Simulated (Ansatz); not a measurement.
H2Se, SMILES [SeH2].

Geometry: ωB97X-D3(BJ)/def2-TZVPD.

Two levels are set side by side: PBE/def2-TZVPD (Ansatz, a first-principles code) and ωB97X-V/def2-TZVPD (Ansatz). Energy differences of separate SCF runs at the same geometry; the states with an electron removed or added have multiplicity 2 and 2. Differences are taken from unrounded values.

| quantity | ωB97X-V | PBE | PBE minus ωB97X-V |
|---|---|---|---|
| vertical ionisation energy (eV) | 9.85 | 9.79 | -0.05 |
| vertical singlet–triplet gap (eV) | 5.15 | 4.87 | -0.28 |
